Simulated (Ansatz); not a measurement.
Reaction (substitution at a C–Si bond): `BO[SiH2]C` + `[F][SnH]([SH])[Cl]` → `C[S][SnH]([F])[Cl]` + `BO[SiH3]`

Gas-phase electronic energies from Ansatz, PBE0-D4/def2-TZVP geometries. CBS: MP2 limit from def2 TZ/QZ plus the TZ coupled-cluster correction, frozen cores. Functionals use def2-TZVPP. Elements past krypton have def2 core potentials. For Sn outer-core shells are correlated without core-valence functions, which leaves a few kJ/mol of doubt a bond. Each species was taken in one conformer, which may not be the lowest.

`BO[SiH2]C`:

Cartesian coordinates in Å:
```
B -2.003 0.988 0.346
O -0.696 0.774 0.583
Si 0.261 -0.581 0.466
C 1.624 -0.247 -0.747
H -2.706 0.084 -0.026
H -2.434 2.095 0.513
H 0.804 -0.842 1.822
H -0.579 -1.731 0.037
H 2.295 -1.108 -0.810
H 1.223 -0.055 -1.745
H 2.212 0.621 -0.440
```

`[F][SnH]([SH])[Cl]`:

```xyz
6

F    -0.656    1.130   -1.545
Sn   -0.190   -0.336   -0.412
S     1.775    0.236    0.775
Cl   -1.977   -0.450    1.042
H    -0.066   -1.714   -1.388
H     1.114    1.134    1.528
```

`C[S][SnH]([F])[Cl]`:

Cartesian coordinates in Å:
```
C 0.680 0.345 1.430
S 1.125 -0.977 0.260
Sn -0.459 -0.528 -1.427
F -0.136 1.253 -2.055
Cl -2.561 -0.320 -0.478
H 1.330 0.205 2.293
H 0.862 1.327 0.999
H -0.358 0.254 1.747
H -0.483 -1.559 -2.771
```

`BO[SiH3]`:

```xyz
8

B     1.332    0.304    0.760
O     0.323   -0.519    0.416
Si   -1.010   -0.310   -0.546
H     1.359    1.431    0.337
H     2.184   -0.121    1.488
H    -1.032    1.070   -1.096
H    -2.214   -0.554    0.284
H    -0.942   -1.302   -1.644
```

```tsv
level	ΔE (kJ/mol)
LC-ωPBE	65.0
MP2/CBS(def2)	57.8
```

(1) What does CCSD(T)/CBS give? (Best estimate.)

(2) What do rigid-rotor, harmonic-oscillator terms from PBE0-D4/def2-TZVP frequencies (298.15 K, 1 bar) make of the CCSD(T)/CBS value? (Best estimate.)

Largest T1 diagnostic among the species: 0.013.

Results:

(1) Computed: +58.8 kJ/mol. The listed levels differ from it by 6.2, -1.0 kJ/mol.

(2) The calculation gave: ΔZPE = +2.9 kJ/mol, ΔH = +61.4 kJ/mol, ΔS = -3 J/(mol·K), ΔG = +62.4 kJ/mol. Modes under 50 cm⁻¹ make the entropy rough.

The D4 term adds −3.3 kJ/mol with B3LYP and −1.7 kJ/mol with PBE0; it sums over pairs of atoms, weighted by their polarisabilities, and B3LYP, whose exchange is more repulsive, gets the larger term. From BLYP to BHLYP (50 % exact exchange), in def2-TZVPP and without D4, ΔE moves by +3.5 kJ/mol. Leaving LDA and LC-ωPBE aside and taking each functional with its dispersion term where it has one, the values, not all of them listed here, spread over 11.9 kJ/mol, from BLYP-D4 to B97M-V. LDA lies +3.1 kJ/mol from PBE without D4.

B3LYP here is the variant with VWN-RPA as its local correlation; programs differ in this.
